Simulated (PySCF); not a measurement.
A structure optimised at PBE0-D3(BJ)/def2-SVP, used in a PySCF frequency run:

```xyz
14

Al    -0.0993    -0.1800     1.2245
H     -1.1681    -1.2685     1.6796
C      1.2573     0.5845     2.3881
H      1.8879     1.3154     1.8590
H      1.9154    -0.1990     2.8006
H      0.7983     1.0929     3.2531
O     -0.1562     0.3518    -0.3943
C     -0.9089     0.0692    -1.5332
C     -0.0602    -0.5847    -2.6049
H     -1.7726    -0.5844    -1.2950
H     -1.3319     1.0128    -1.9263
H      0.3339    -1.5518    -2.2548
H     -0.6475    -0.7637    -3.5190
H      0.7959     0.0577    -2.8609
```
Charge 0, spin multiplicity 1.

**Question.** Write its SMILES and formula.

**Answer.** CC[O][AlH][CH3], C3H9AlO

**Question.** What are its rotational constants (standard atomic weights)?

**Answer.** 11.742, 1.6091, 1.5423 GHz
